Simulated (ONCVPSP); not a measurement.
# Cutoff test, promethium, ONCV

| Property | Result |
| --- | --- |
| Element | promethium (Pm) |
| Generator | ONCVPSP 4.0.1 |
| Type | optimised norm-conserving Vanderbilt (ONCV) |
| Functional | PBE |
| Relativity | scalar-relativistic |
| Frozen core | [Kr] 4d10 |
| Valence charge | 15 |
| Reference configuration | 4f5 5s2 5p6 6s1.75 6p0.25 |
| Partial waves | 5s+6s: rc 2.30 bohr, ncon 4, nbas 7, qcut 4.3 1/bohr, 2 projectors; 5p+6p: rc 2.85 bohr, ncon 3, nbas 7, qcut 4.3 1/bohr, 2 projectors; d scattering state at 0.45 Ha: rc 2.60 bohr, ncon 4, nbas 7, qcut 4.3 1/bohr, 1 projector; 4f: rc 1.50 bohr, ncon 4, nbas 9, qcut 13.3 1/bohr, 1 projector |
| Local potential | polynomial inside 1.35 bohr (lpopt 5, dvloc0 0 Ha) |
| Core correction | Teter function, fcfact 5.75, rcfact 1.05 |

In the d channel the program set the typed energies aside and used 0.050 Ha.

Question: For each optimised wave give the share of its norm inside rc, the residual kinetic energy above qcut (Ha) and the cutoffs (Ha) for errors of 10, 1, 0.1 and 0.01 mHa per electron.

Answer:

| wave | norm inside rc | residual KE | 10 mHa | 1 mHa | 0.1 mHa | 0.01 mHa |
| --- | --- | --- | --- | --- | --- | --- |
| 5s | 0.949 | 1.6e-04 | 4.7 | 7.5 | 11.8 | 23.6 |
| 6s | 0.057 | 1.3e-04 | 2.2 | 6.9 | 9.7 | 25.6 |
| 5p | 0.955 | 6.3e-07 | 4.6 | 6.1 | 7.2 | 8.3 |
| 6p | 0.039 | 7.0e-08 | 2.8 | 4.6 | 6.0 | 7.0 |
| d projector 1 | 0.076 | 5.5e-06 | 3.3 | 5.5 | 7.3 | 9.1 |
| 4f | 0.817 | 4.1e-05 | 58.0 | 67.4 | 76.4 | not reached |

The occupied waves need 67 Ha and 76 Ha for 1 and 0.1 mHa. Note: no bound ghost flagged; GHOST(+) flagged for s at 16.7 eV. Tests left out (the all-electron energies of this program are off by 10 to 40 meV for near-neutral 4f atoms).
